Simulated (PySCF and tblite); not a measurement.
Values are calculated unless marked as measured or tabulated.
System: C5H7BrO2, numbered as in [CH3:1][C:2](=[O:3])/[C:4]([Br:5])=[C:6](\[CH3:7])[OH:8].

For the rotation about the C2–C4 bond (torsion C1–C2–C4–Br5 from 0° to 180°, rising): electronic barrier 9.28 kcal/mol, zero-point change -0.46 kcal/mol, thermal and entropy terms at 298.15 K a further -0.10 kcal/mol (symmetry numbers apart). The minimum is Cs, the saddle C1. Level: PBE0/pcSseg-1 + D3(BJ) on GFN2-xTB stationary points, with GFN2-xTB thermal terms. Rate constants are transition-state-theory values, counting equivalent paths, without tunnelling. Run with tblite and PySCF.

How many equivalent paths lead out of the minimum?

2: the symmetry number of the minimum is 1, that of the saddle displaced along its mode 1, and the displaced saddle is chiral while the minimum is not, which doubles the count.

Work out the rate at 298.15 K.

ΔG‡ = 8.72 kcal/mol; k_B T/h = 6.2×10¹² s⁻¹; exp(−ΔG‡/RT) = 4.1×10⁻⁷; times 2 gives k = 5×10⁶ s⁻¹. Wigner's tunnelling factor for the 46i cm⁻¹ mode would be 1.00.

Spin–orbit effects of heavy atoms on shieldings are missing.
